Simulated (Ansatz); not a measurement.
Input file for CH₇ClSi₂, SMILES `[SiH3][SiH2]CCl`:

```yaml
crystal:
  periodic: [false, false, false]
  atoms:
    - {symbol: Si, position_ang: [0.018907, 1.877932, -0.014304]}
    - {symbol: Si, position_ang: [-0.728745, -0.331454, -0.247716]}
    - {symbol: C, position_ang: [0.650113, -1.526010, 0.240735]}
    - {symbol: Cl, position_ang: [0.101229, -3.216743, 0.069877]}
    - {symbol: H, position_ang: [-1.054637, 2.831487, -0.401930]}
    - {symbol: H, position_ang: [0.408594, 2.145359, 1.397134]}
    - {symbol: H, position_ang: [1.205176, 2.116130, -0.881258]}
    - {symbol: H, position_ang: [-1.904026, -0.570362, 0.630251]}
    - {symbol: H, position_ang: [-1.114585, -0.595491, -1.658607]}
    - {symbol: H, position_ang: [1.529660, -1.402928, -0.392158]}
    - {symbol: H, position_ang: [0.953814, -1.384819, 1.278577]}
basis:
  gaussian: {orbitals: def2-TZVPP}
correlation: {method: ccsd_t}
```

```sh
$ ansatz run in.yaml --threads 4 --pin off --events-out ev --progress --plain --max-ram 10444MiB
```

Log, shortened:

```
Functional definition: HF
1447 factors; integrals over basis functions are off by at most 1.0e-3 eV
mean field evaluation 1: about -29368.4673 eV, gradient 2.0e1 eV
mean field evaluation 2: about -29368.7107 eV, gradient 2.0e1 eV
mean field evaluation 4: about -29370.5933 eV, gradient 2.6e0 eV
mean field evaluation 8: about -29370.6165 eV, gradient 1.9e-1 eV
mean field -29370.61673552 eV, -1079.3502569114 hartree, gradient 5.5e-6 eV, S^2 0.000000; 0 other end points of the search recorded, 0 dependent functions left out
16 core orbitals not correlated: weight in the atoms' cores, before any rotation towards them, 1.000 or more for the frozen orbitals, at most 0.000 for the correlated occupied ones
reference -29370.61673552 eV, -1079.3502569114 hartree; 13, 13 occupied and 226, 226 virtual orbitals, 1447 factors
second order -16.84776715 eV of doubles, -0.00000000 eV of singles
cycle   1  -18.12271798 eV  change    -1.3e0 eV  update   9.5e-2
cycle   2  -18.67545382 eV  change   -5.5e-1 eV  update   2.9e-2
cycle   3  -18.73815885 eV  change   -6.3e-2 eV  update   1.1e-2
cycle   4  -18.73200847 eV  change    6.2e-3 eV  update   3.3e-3
cycle   5  -18.73099754 eV  change    1.0e-3 eV  update   1.1e-3
cycle   6  -18.73076337 eV  change    2.3e-4 eV  update   3.5e-4
cycle   7  -18.73071381 eV  change    5.0e-5 eV  update   1.1e-4
cycle   8  -18.73073335 eV  change   -2.0e-5 eV  update   3.9e-5
cycle   9  -18.73073869 eV  change   -5.3e-6 eV  update   1.6e-5
perturbative correction -0.72984797 eV, -0.0268214181 hartree
Total energy: -29390.07732218 eV, -1080.0654202802 hartree
```

Hardware: 4 threads of an Arm Neoverse V2 on a shared host. Wall time 93 s, peak host memory 5.1 GiB.

The correlation energy is -19.461 eV, 3.8 % of it from (T); the T1 diagnostic reads 0.0114.
